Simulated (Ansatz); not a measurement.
Consider the redistribution: `[BH2][Al]([NH2])[SiH3]` + `C[SiH2]CCl` → `[BH2][Al]([CH3])[NH2]` + `[SiH3][SiH2]CCl`.

Isolated molecules relaxed with PBE0-D4/def2-TZVP in Ansatz; ΔE leaves out vibrations. CCSD(T)/CBS adds triple-zeta CCSD(T) − MP2 to the extrapolated MP2 energy (def2 sets, frozen cores). One conformer a species, not always the lowest.

```
         level  ΔE (kJ/mol)
 HF/def2-TZVPP         15.3
MP2/def2-QZVPP         11.1
```

(1) What does CCSD(T)/CBS give? (Best estimate.)

Largest T1 diagnostic among the species: 0.013.

## Answers

(1) Computed: +12.2 kJ/mol. The listed levels differ from it by 3.1, -1.1 kJ/mol.

CCSD(T)/CBS has its own doubt, a few kJ/mol and more with outer-core shells, so smaller differences from it don't rank the levels.
